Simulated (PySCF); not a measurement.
2-(trifluoroacetyl)thiophene, C6H3F3OS.
Atom-mapped SMILES: `[O:1]=[C:2]([c:3]1[cH:4][cH:5][cH:6][s:7]1)[C:8]([F:9])([F:10])[F:11]` (hydrogens: H12 on C4; H13 on C5; H14 on C6)

Cartesian coordinates in Å at the PBE0-D3(BJ)/def2-SVP level; atoms count from 1:
```
atom  x, y, z in Å
O1    -1.7159    2.0132    0.2486
C2    -1.3108    0.8773    0.2799
C3     0.0982    0.5071    0.2845
C4     0.6988   -0.7388    0.3360
C5     2.1086   -0.6566    0.3277
C6     2.5511    0.6459    0.2705
S7     1.2732    1.7745    0.2266
C8    -2.3289   -0.2876    0.3174
F9    -3.5638    0.1691    0.3031
F10   -2.1589   -1.0222    1.4206
F11   -2.1605   -1.0937   -0.7349
H12    0.1380   -1.6721    0.3795
H13    2.7750   -1.5188    0.3633
H14    3.5839    0.9937    0.2509
```

All values: PBE0/pcSseg-1 and wB97X-D/def2-SVPD (PySCF, non-relativistic), on one gas-phase PBE0-D3(BJ)/def2-SVP geometry that isn't relaxed in the solvent. The solvent is an IEF-PCM continuum (van der Waals radii × 1.2). Specific hydrogen bonds and non-electrostatic terms are outside this model.

Gas phase at PBE0/pcSseg-1: HOMO -7.78 eV, LUMO -2.56 eV, dipole 4.21 D.

Q: What does the continuum do to the energy, the frontier levels and the dipole at PBE0/pcSseg-1 in benzene and chloroform?

A: 
```tsv
solvent	ε	E(solvent) − E(gas) (kcal/mol)	polarisation term (kcal/mol)	distortion of the solute (kcal/mol)	HOMO (eV)	LUMO (eV)	dipole (D)
benzene	2.271	-2.38	-2.58	0.20	-7.67	-2.50	4.82
chloroform	4.711	-3.82	-4.34	0.52	-7.62	-2.49	5.19
```

Polarisation term: ½ Σ q·V over the induced surface charges. Distortion: the rise of the solute's own energy as its density leaves the gas-phase optimum. From benzene to chloroform the lowering changes by a factor 1.61, Onsager's factor (ε − 1)/(2ε + 1) by 1.55 and ε itself by 2.1.

Q: Which radius a makes the point-dipole formula ΔE = −[(ε − 1)/(2ε + 1)]·μ²/a³ give the value in chloroform, with the gas-phase dipole?

A: μ = 1.658 au and |ΔE| = 0.00609 Eh give a = 2.88 Å; the farthest nucleus lies 3.72 Å from the centroid of the nuclei, so such a sphere wouldn't even hold the nuclei. The formula assumes a rigid point dipole at the centre of a sphere.

Q: Give the dipole vector in the frame of the coordinates (D, pointing from negative to positive charge), gas and chloroform.

A: Gas (3.87, -1.67, 0.04), solvent (4.71, -2.17, 0.06). Its length changes by +23 % and its direction by 1°.

Q: Which Hirshfeld charges (PBE0/pcSseg-1) respond most in benzene (means over atoms taken as equivalent)?

A: 
| atoms | environment | gas (e) | solvent (e) | change |
| --- | --- | --- | --- | --- |
| O1 | ketone oxygen | -0.222 | -0.238 | -0.016 |
| H14 | aromatic hydrogen | +0.067 | +0.074 | +0.007 |
| C6 | aromatic CH next to a ring sulfur | -0.057 | -0.051 | +0.006 |
| H13 | aromatic hydrogen | +0.064 | +0.069 | +0.005 |
| S7 | thiophene-type sulfur | +0.150 | +0.146 | -0.004 |
| H12 | aromatic hydrogen | +0.054 | +0.057 | +0.003 |

Q: How do the nuclear quadrupole coupling constants eQVzz/h respond in benzene?

A: 
| nucleus | Q (barn) | gas (MHz) | solvent (MHz) | η gas | η solvent |
| --- | --- | --- | --- | --- | --- |
| 17O at O1 | -0.0256 | 11.81 | 11.62 | 0.44 | 0.40 |
| 33S at S7 | -0.06781 | -28.79 | -28.79 | 0.47 | 0.47 |

Gas phase at wB97X-D/def2-SVPD: HOMO -9.54 eV, LUMO -0.94 eV, dipole 4.35 D.

Q: What does the continuum do to the energy, the frontier levels and the dipole at wB97X-D/def2-SVPD in benzene and chloroform?

A: 
| solvent | ε | E(solvent) − E(gas) (kcal/mol) | polarisation term (kcal/mol) | distortion of the solute (kcal/mol) | HOMO (eV) | LUMO (eV) | dipole (D) |
| --- | --- | --- | --- | --- | --- | --- | --- |
| benzene | 2.271 | -2.37 | -2.60 | 0.23 | -9.42 | -0.89 | 5.02 |
| chloroform | 4.711 | -3.83 | -4.44 | 0.61 | -9.37 | -0.87 | 5.44 |

Q: How does the static polarisability (wB97X-D/def2-SVPD, frozen core, with the continuum's full static response) change?

A: 
| medium | isotropic (au) | principal values (au) | ⟨r²⟩ of the electrons (bohr²) |
| --- | --- | --- | --- |
| gas | 92.8 | 59.5, 97.4, 121.6 | 1908.9 |
| benzene | 107.5 | 67.1, 113.5, 142.0 | 1908.2 |
| chloroform | 117.8 | 73.3, 124.4, 155.6 | 1907.8 |

The isotropic value in chloroform is 1.27 times the gas-phase one; no cavity-field correction is applied. ⟨r²⟩ is taken about the centre of nuclear charge.

wB97X-D is run here without its empirical dispersion term; that term would change no orbital, density or response property at a fixed geometry.
